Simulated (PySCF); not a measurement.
## Electron correlation in Er (erbium, neutral)

Starting occupation: [Xe] 4f12 6s2, 4f5/2 with m_j = -5/2, -3/2, -1/2, +1/2, +3/2, +5/2, 4f7/2 with m_j = -3/2, -1/2, +1/2, +3/2, +5/2, +7/2. All numbers are calculated (PySCF 2.14, X2C-1e with screened-nucleus spin-orbit coupling, Gaussian nucleus, in x2c-TZVPPall-2c). Frozen: [Ar] 3d10; 40 electrons correlated; the 18 highest virtual spinors left out.

MP2 pair energies summed by pair of shells (mhartree):

```tsv
pair	energy	share (%)
4f-4f	-519.55	27.3
4d-4f	-346.31	18.2
4f-5p	-271.59	14.3
5p-5p	-122.18	6.4
4d-4d	-114.88	6.0
4f-4p	-89.84	4.7
4d-4p	-84.96	4.5
4d-5p	-62.81	3.3
4f-5s	-57.98	3.0
5p-5s	-32.89	1.7
5p-6s	-30.31	1.6
4d-5s	-25.13	1.3
4d-4s	-22.07	1.2
4f-4s	-21.23	1.1
4p-4p	-20.75	1.1
4f-6s	-19.08	1.0
6s-6s	-17.32	0.9
4p-5p	-11.92	0.6
4p-4s	-11.58	0.6
4p-5s	-6.25	0.3
5s-5s	-6.16	0.3
4d-6s	-2.12	0.1
4s-5p	-2.10	0.1
4s-4s	-1.81	0.1
5s-6s	-1.48	0.1
4s-5s	-0.90	0.0
4p-6s	-0.42	0.0
4s-6s	-0.06	0.0
```

Total MP2 correlation energy: -1903.7 mhartree.

The GHF reference relaxed away from the jj start to a determinant that is no pure jj level (⟨S²⟩ = 2.08, ⟨J²⟩ = 42.02); the energies belong to that determinant.

This basis was not built for core-valence correlation, so the inner-shell part is incomplete.
